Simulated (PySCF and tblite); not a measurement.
Results of a calculation; reference values are marked as such.
5,5-difluoro-1,3-dioxane, C4H6F2O2, numbered as in [F:1][C:2]1([F:3])[CH2:4][O:5][CH2:6][O:7][CH2:8]1.

Search: ETKDG and KDG, MMFF94s, GFN2-xTB, 90 starts; geometries at PBE0-D3(BJ)/def2-SVP. Weights use PBE0-D3(BJ)/def2-TZVP (IEF-PCM, chloroform) energies plus GFN2-xTB zero-point and thermal terms (modes under about 100 cm⁻¹ blended into free rotors). Symmetry numbers and mirror images are counted. Conformers within 3 kcal/mol (GFN2-xTB free energy) were kept, 8 at most. Programs: PySCF with density fitting and tblite.

The 6-ring runs over atoms 2–4–5–6–7–8. Of a mirror pair one member is shown.

```json
{"conformer": "1", "shape": "6-ring chair (F1 axial)", "symmetry": "Cs"}
{"conformer": "2", "shape": "6-ring twist-boat (ring torsions 67, -34, -34, 67, -31, -31°)", "symmetry": "C2 (pair)"}
```

(1) Which of these conformers is the most populated at 298.15 K, and with what share?

(2) Give the DFT energies and free energies relative to the lowest, and all weights.

(3) How does its share change from 220 K to 380 K?

Answers

(1) Conformer 1, about 100 %.

(2) 
```
conformer                                                          shape  E(DFT) kcal/mol  G(298.15 K) kcal/mol  weight %
        1                                        6-ring chair (F1 axial)             0.00                  0.00      99.6
        2  6-ring twist-boat (ring torsions 67, -34, -34, 67, -31, -31°)             3.63                  3.34       0.4
```

(3) From 100 % to 99 %; the mixing entropy goes from 0.01 to 0.15 cal/(mol K).
